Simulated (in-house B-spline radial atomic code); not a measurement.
**RPA and G0W0 on TPSS: Kr IX (Kr8+)**

Configuration [Ar] 3d10, mean-field start TPSS. Computed with an all-electron radial atomic-structure program (B-spline basis): all electrons, scalar-relativistic (spin-free one-electron X2C), finite nucleus, each spin shell either full or empty, empty states to l = 9 with an (l + 1/2)⁻⁴ tail; G0W0 by contour deformation at full frequency.

Command:
```bash
python run_gw.py task.json out
```
Settings (radii: box in bohr, nucleus in fm):
```
Z                        36
electrons                28
configuration            [Ar] 3d10
hamiltonian              x2c
method                   tpss,tpss
lmax                     9
rms_radius               4.1884
spin_polarised           False
box_radius               7.7
intervals                66
```

Run time, properties included: 2.2 s on 1 thread of Arm Neoverse N1 (shared host).

Energies (hartree):

| term | value |
| --- | --- |
| mean-field total | -2771.54314 |
| Hartree-Fock functional on these orbitals | -2770.13167 |
| direct second order | -2.3937 |
| second-order exchange | 0.69719 |
| SOSEX correction | 0.6544 |

What is the RPA correlation energy, and what remains with SOSEX?

RPA gives -2.1408 hartree (-2.08 eV per electron); RPA + SOSEX gives -1.4864, and the second-order doubles -1.6965 hartree (no singles). SOSEX takes back 31 % of the RPA value.

Quasi-particle levels (eV):

| level | occupied | mean field | Σx - vxc | Σc | QP weight | G0W0 |
| --- | --- | --- | --- | --- | --- | --- |
| 3d | yes | -215.14 | -21.44 | ? | ? | ? |
| 3p | yes | -330.37 | -32.63 | 8.31 | 0.894 | -354.70 |
| 2p | yes | -1786.52 | -80.28 | 29.21 | 0.869 | -1837.60 |
| 4s | no | -134.35 | 9.87 | -1.50 | 0.994 | -125.98 |

G0W0 = mean field + (Σx - vxc) + Σc, with Σc (partial-wave tail included) taken at the quasi-particle energy. Only the outer levels were computed. Levels of low weight are left out.

Where does G0W0 put 3d?

At -234.20 eV, with Σc = 2.38 eV and a quasi-particle weight of 0.970. The tabulated removal energy is 233 ± 0.7 eV (NIST, semi-empirical); the calculation leaves out spin-orbit coupling, Breit and QED terms, and what these don't explain is the method's own error.
